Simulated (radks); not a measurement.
Spherical jellium clusters: N electrons in a uniform positive sphere of charge N and radius rs N^(1/3), rs = 3.36 bohr. Method: non-relativistic Kohn-Sham, LDA (Slater exchange, Perdew-Wang correlation), spin-polarised, spherical densities; computed with a radial shooting solver with Libxc functionals. Levels are named by radial order and angular momentum (1s, 1p, 1d, 2s, ...), and open shells are averaged over m.

N = 7, configuration 1s2 1p(up 3, down 2). This is the lowest configuration that the search found. Occupied and some empty levels:

level    occupation  eigenvalue (eV)  <r> (bohr)
1s up             1          -5.4705       4.363
1s down           1          -5.2414       4.374
1p up             3          -3.6242       5.472
1p down           2          -3.4065       5.531
1d up             0          -1.5730       6.716
1d down           0          -1.4034       6.852
2s up             0          -1.2820       7.328
2s down           0          -1.1816       7.506

Energy (eV): total -11.4132, kinetic 15.701, external -239.54, Hartree 115.86, exchange-correlation -27.901, background 124.47.
